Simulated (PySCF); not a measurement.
thiolane (C4H8S), SMILES C1CCSC1.

Geometry optimised at PBE-D3(BJ)/def2-SVP. The values are those of a single conformer.

These are PySCF with PBE-D3(BJ)/def2-SVP values and carry that method's errors.

Frequencies are harmonic and unscaled.

Computed normal modes with their intensities:
```tsv
mode	ν (cm⁻¹)	IR (km/mol)	moving atoms (share of kinetic energy)
1	114	1.7	C 42 %, H 40 %, S 19 %
2	290	0.0	H 59 %, C 41 %
3	467	0.2	S 46 %, C 41 %, H 13 %
4	503	1.6	C 47 %, H 47 %
5	661	0.7	C 49 %, S 28 %, H 23 %
6	672	2.4	C 64 %, H 19 %, S 17 %
7	806	1.9	H 71 %, C 29 %
8	855	1.7	H 73 %, C 25 %
9	874	1.3	C 54 %, H 45 %
10	884	1.5	C 64 %, H 36 %
11	954	2.4	H 52 %, C 48 %
12	996	0.1	H 76 %, C 23 %
13	1024	0.4	H 95 %
14	1026	0.0	H 68 %, C 32 %
15	1115	1.2	H 55 %, C 45 %
16	1162	5.9	H 70 %, C 30 %
17	1190	2.1	H 68 %, C 32 %
18	1226	12.7	H 82 %, C 17 %
19	1245	1.4	H 73 %, C 27 %
20	1280	0.3	H 66 %, C 34 %
21	1308	0.5	H 70 %, C 30 %
22	1400	4.5	H 92 %
23	1402	5.9	H 92 %, C 8 %
24	1414	1.7	H 91 %, C 9 %
25	1430	0.1	H 89 %, C 11 %
26	2978	19.3	H 94 %
27	2978	23.2	H 95 %
28	2985	52.5	H 94 %
29	2985	0.0	H 94 %
30	3031	14.9	H 91 %, C 9 %
31	3039	21.4	H 90 %, C 10 %
32	3054	1.4	H 90 %, C 10 %
33	3055	26.9	H 90 %, C 10 %
```
